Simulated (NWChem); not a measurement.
System: C5H8; SMILES C=CCC=C

Parts of the log:

```
             Northwest Computational Chemistry Package (NWChem) 7.3.0
             --------------------------------------------------------

 CS  symmetry detected

                             Geometry "geometry" -> ""
                             -------------------------

 Output coordinates in angstroms (scale by  1.889725989 to convert to a.u.)

  No.       Tag          Charge          X              Y              Z
 ---- ---------------- ---------- -------------- -------------- --------------
    1 C                    6.0000     0.54258584     0.09059937    -2.21927000
    2 C                    6.0000    -0.36279321     0.23451808    -1.25161600
    3 C                    6.0000    -0.43283129    -0.59204283     0.00000000
    4 C                    6.0000    -0.36279321     0.23451808     1.25161600
    5 C                    6.0000     0.54258584     0.09059937     2.21927000
    6 H                    1.0000     1.32784088    -0.67033800    -2.15989100
    7 H                    1.0000     0.53357614     0.72657960    -3.10841900
    8 H                    1.0000    -1.12789364     1.01563517    -1.35376300
    9 H                    1.0000    -1.39401292    -1.14259471     0.00000000
   10 H                    1.0000     0.36644223    -1.35031120     0.00000000
   11 H                    1.0000    -1.12789364     1.01563517     1.35376300
   12 H                    1.0000     1.32784088    -0.67033800     2.15989100
   13 H                    1.0000     0.53357614     0.72657960     3.10841900

 Effective nuclear repulsion energy (a.u.)     155.2003333223

      Symmetry information
      --------------------

 Group name             Cs
 Group number              2
 Group order               2
 No. of unique centers     8

                                 NWChem DFT Module
                                 -----------------

 Summary of "ao basis" -> "ao basis" (spherical)
 ------------------------------------------------------------------------------
       Tag                 Description            Shells   Functions and Types
 ---------------- ------------------------------  ------  ---------------------
 C                           6-31g*                  6       14   3s2p1d
 H                           6-31g*                  2        2   2s

      Symmetry analysis of basis
      --------------------------

        a'         48
        a"         38

            General Information
            -------------------
          SCF calculation type: DFT
          Wavefunction type:  closed shell.
          No. of atoms     :    13
          No. of electrons :    38
           Alpha electrons :    19
            Beta electrons :    19
          Charge           :     0
          Spin multiplicity:     1
          Use of symmetry is: on ; symmetry adaption is: on
          Maximum number of iterations: 150
          AO basis - number of functions:    86
                     number of shells:    46
          Convergence on energy requested:  1.00D-06
          Convergence on density requested:  1.00D-05
          Convergence on gradient requested:  5.00D-04

              XC Information
              --------------
                  TPSS metaGGA Exchange Functional  1.000
             TPSS03 metaGGA Correlation Functional  1.000

             Grid Information
             ----------------
          Grid used for XC integration:  medium
          Radial quadrature: Mura-Knowles
          Angular quadrature: Lebedev.
          Tag              B.-S. Rad. Rad. Pts. Rad. Cut. Ang. Pts.
          ---              ---------- --------- --------- ---------
          C                   0.70       49          12.0       434
          H                   0.35       45          13.0       434
          Grid pruning is: on
          Number of quadrature shells:   372
          Spatial weights used:  Erf1

      Superposition of Atomic Density Guess
      -------------------------------------

 Sum of atomic energies:        -192.28713105

      Non-variational initial energy
      ------------------------------

 Total energy =    -195.485160
 1-e energy   =    -563.616792
 2-e energy   =     212.931299
 HOMO         =      -0.295510
 LUMO         =       0.015680

      Symmetry analysis of molecular orbitals - initial
      -------------------------------------------------

  Numbering of irreducible representations:

     1 a'          2 a"

  Orbital symmetries:

     1 a'          2 a"          3 a'          4 a"          5 a'
     6 a'          7 a"          8 a'          9 a"         10 a'
    11 a'         12 a"         13 a'         14 a'         15 a"
    16 a"         17 a'         18 a"         19 a'         20 a'
    21 a"         22 a'         23 a'         24 a"         25 a"
    26 a'         27 a'         28 a'         29 a"

     ---------------------------------------------
      Total Density - Mulliken Population Analysis
     ---------------------------------------------

    Atom       Charge   Shell Charges
 -----------   ------   -------------------------------------------------------
    1 C    6     6.53   2.00  0.74  1.98  0.62  1.16  0.03
    2 C    6     6.11   2.00  0.74  1.87  0.53  0.94  0.04
    3 C    6     6.47   2.00  0.71  1.97  0.64  1.11  0.04
    4 C    6     6.11   2.00  0.74  1.87  0.53  0.94  0.04
    5 C    6     6.53   2.00  0.74  1.98  0.62  1.16  0.03
    6 H    1     0.78   0.46  0.32
    7 H    1     0.78   0.46  0.31
    8 H    1     0.79   0.47  0.32
    9 H    1     0.76   0.46  0.31
   10 H    1     0.78   0.47  0.31
   11 H    1     0.79   0.47  0.32
   12 H    1     0.78   0.46  0.32
   13 H    1     0.78   0.46  0.31

   convergence    iter        energy       DeltaE   RMS-Dens  Diis-err
 ---------------- ----- ----------------- --------- --------- ---------
 d= 0,ls=0.0,diis     1   -195.2786673621 -3.50D+02  7.01D-03  3.34D-01
 d= 0,ls=0.0,diis     2   -195.3092952850 -3.06D-02  6.03D-03  1.14D-01
 d= 0,ls=0.0,diis     3   -195.2908337939  1.85D-02  3.80D-03  2.41D-01
 d= 0,ls=0.0,diis     4   -195.3250799472 -3.42D-02  4.10D-04  1.55D-03
 d= 0,ls=0.0,diis     5   -195.3252595561 -1.80D-04  1.09D-04  1.83D-04
  Resetting Diis
 d= 0,ls=0.0,diis     6   -195.3252821317 -2.26D-05  2.43D-05  4.70D-06
 d= 0,ls=0.0,diis     7   -195.3252827035 -5.72D-07  1.19D-05  2.48D-07
 d= 0,ls=0.0,diis     8   -195.3252826886  1.49D-08  6.23D-06  3.61D-07

         Total DFT energy =     -195.325282688636
      One electron energy =     -568.345256944930
           Coulomb energy =      247.947741437606
    Exchange-Corr. energy =      -30.128100503597
 Nuclear repulsion energy =      155.200333322285

 Numeric. integr. density =       38.000015640766

                  Occupations of the irreducible representations
                  ----------------------------------------------

                     irrep           alpha         beta
                     --------     --------     --------
                     a'               11.0         11.0
                     a"                8.0          8.0

                       DFT Final Molecular Orbital Analysis
                       ------------------------------------

 Vector   17  Occ=2.000000D+00  E=-3.050808D-01  Symmetry=a'
              MO Center= -1.9D-01, -7.8D-02, -4.5D-13, r^2= 3.8D+00
   Bfn.  Coefficient  Atom+Function         Bfn.  Coefficient  Atom+Function
  ----- ------------  ---------------      ----- ------------  ---------------
    32      0.239675   3 C  py               80     -0.218054  10 H  s
    79     -0.199541  10 H  s                76     -0.185323   8 H  s
    82     -0.185323  11 H  s                75     -0.169647   8 H  s
    81     -0.169647  11 H  s                31     -0.164577   3 C  px
    17      0.152840   2 C  px               18     -0.152406   2 C  py

 Vector   18  Occ=2.000000D+00  E=-2.220470D-01  Symmetry=a'
              MO Center= -1.3D-02,  3.2D-02,  8.3D-14, r^2= 4.4D+00
   Bfn.  Coefficient  Atom+Function         Bfn.  Coefficient  Atom+Function
  ----- ------------  ---------------      ----- ------------  ---------------
    18      0.208354   2 C  py               46      0.208354   4 C  py
    78      0.178454   9 H  s                 4      0.169029   1 C  py
    60      0.169029   5 C  py               17      0.164880   2 C  px
    45      0.164880   4 C  px                5      0.160330   1 C  pz
    61     -0.160330   5 C  pz                3      0.151297   1 C  px

 Vector   19  Occ=2.000000D+00  E=-2.192371D-01  Symmetry=a"
              MO Center=  1.4D-01,  1.5D-01, -8.6D-14, r^2= 4.5D+00
   Bfn.  Coefficient  Atom+Function         Bfn.  Coefficient  Atom+Function
  ----- ------------  ---------------      ----- ------------  ---------------
     4      0.205962   1 C  py               60     -0.205962   5 C  py
    19      0.201462   2 C  pz               47      0.201462   4 C  pz
     3      0.188913   1 C  px               59     -0.188913   5 C  px
    17      0.158096   2 C  px               45     -0.158096   4 C  px
     8      0.146538   1 C  py               64     -0.146538   5 C  py

 Vector   20  Occ=0.000000D+00  E=-1.272537D-02  Symmetry=a'
              MO Center=  4.5D-02,  8.8D-02,  1.7D-14, r^2= 5.0D+00
   Bfn.  Coefficient  Atom+Function         Bfn.  Coefficient  Atom+Function
  ----- ------------  ---------------      ----- ------------  ---------------
     7      0.283674   1 C  px               63      0.283674   5 C  px
    22     -0.261830   2 C  py               50     -0.261830   4 C  py
    78     -0.260752   9 H  s                 8      0.245867   1 C  py
    64      0.245867   5 C  py               21     -0.221777   2 C  px
    49     -0.221777   4 C  px               18     -0.218803   2 C  py

[...]
```

Level: TPSS/6-31G* (spherical d). The geometry was optimised at PBE0/def2-SVP. No frequency run checked for a minimum.

Write an input that gives this output.

Several could match; the one computed here: the input that was run:
```
start job
memory heap 200 mb stack 900 mb global 1100 mb
geometry units angstroms noautoz
  C      0.552321     0.037726     2.219270
  C     -0.334148     0.271385     1.251616
  C     -0.486421    -0.544042     0.000000
  C     -0.334148     0.271385    -1.251616
  C      0.552321     0.037726    -2.219270
  H      1.257618    -0.797862     2.159891
  H      0.606900     0.671424     3.108419
  H     -1.017375     1.125038     1.353763
  H     -1.497801    -0.995803     0.000000
  H      0.233091    -1.378375     0.000000
  H     -1.017375     1.125038    -1.353763
  H      1.257618    -0.797862    -2.159891
  H      0.606900     0.671424    -3.108419
end
basis spherical
  C library 6-31g*
  H library 6-31g*
end
dft
  xc xtpss03 ctpss03
  iterations 150
  mulliken
end
task dft energy
```
